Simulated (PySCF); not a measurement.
A structure optimised at B3LYP-D3(BJ)/def2-TZVP, used in a PySCF frequency run:

```
Si
H 1 1.4892
H 1 1.4892 2 108.39
P 1 2.2575 2 108.18 3 117.08
H 4 1.4177 1 96.32 2 73.63
H 4 1.4177 5 94.76 1 -96.91
```
Charge 0, spin multiplicity 2.

### Question
Write its SMILES, formula and point group.

### Answer
[SiH2]P, H₄PSi, Cs

### Question
What are its rotational constants (standard atomic weights)?

### Answer
65.205, 5.8438, 5.6784 GHz
